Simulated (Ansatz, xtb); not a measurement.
Species: SiH, charge 1, multiplicity 1. SMILES of the parent species: [SiH]
Geometry from a B3LYP-D3(BJ)/def2-TZVP (Ansatz, an electronic-structure program) optimisation:
```
Si
H 1 1.5149
```
Charge +1, spin multiplicity 1.

Harmonic wavenumbers from GFN2-xTB (xtb, at its own minimum), cm⁻¹: 2055.

### Question
Give the harmonic wavenumbers at B3LYP-D3(BJ)/def2-TZVP (Ansatz, finite differences of forces, unscaled).

### Answer
2123 cm⁻¹. Zero-point energy 3.0 kcal/mol.

### Question
From these and the geometry, give the ideal-gas thermochemistry at 298.15 K and 1 atm (rigid rotor, harmonic oscillator).

### Answer
Point group C∞v, rotational symmetry number 1. Rotational constants 226.3, 226.3 GHz. S(trans) 36.04, S(rot) 8.57, S(vib) 0.00, S(elec, spin only) 0.00, S 44.6 cal/(mol K). H(298) - H(0) 2.07 kcal/mol; G - E(el) -8.2 kcal/mol.
